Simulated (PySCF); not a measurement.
The group X on HS-X is varied. Gas-phase values, no solvent. One relaxed conformer stands for each flexible species; it need not be the lowest. Strings in code marks are SMILES.

Quantity: electronic energy of isomers of CH4OS relative to `OCS` (H–O–C–S torsion 52°, O–C–S–H torsion 65°), in kcal/mol.

Case: `COS` (C–O–S–H torsion 81°). Geometry of `COS` (neutral, multiplicity 1, Å):

```xyz
7

C     -0.7772    -0.0790    -0.0057
O      0.2675    -0.7276     0.7227
S      1.8075    -0.2981     0.2729
H     -1.7063    -0.5403     0.3282
H     -0.6552    -0.2224    -1.0815
H     -0.7992     0.9919     0.2158
H      1.9119     0.8574     0.9710
```

Problem. Estimate the electronic energy of isomers of CH4OS relative to `OCS` (H–O–C–S torsion 52°, O–C–S–H torsion 65°) that B3LYP-D3(BJ)/def2-TZVP (PySCF) returns for this input.

Solution. 19.0 kcal/mol.
